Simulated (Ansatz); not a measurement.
Ansatz results at the PBE0-D4/def2-TZVP geometry: LUMO energy (ωB97M-V/def2-TZVPP) 1.43 eV; HOMO–LUMO gap (PBE/def2-TZVPP) 4.95 eV; LUMO energy (PBE0/def2-TZVPP) -0.08 eV.

Which molecule gave them?
A. `[CH3][Al]1[BH][NH]1`
B. `NC(=O)[SiH2]CCl`
C. `[NH2][GaH][AlH2]`
D. `[SnH3][CH]1C[SiH2]1`

D. The others give `NC(=O)[SiH2]CCl`: 1.44, 4.17, -0.58; `[CH3][Al]1[BH][NH]1`: 1.09, 3.46, -0.62; `[NH2][GaH][AlH2]`: -0.40, 3.18, -2.01.
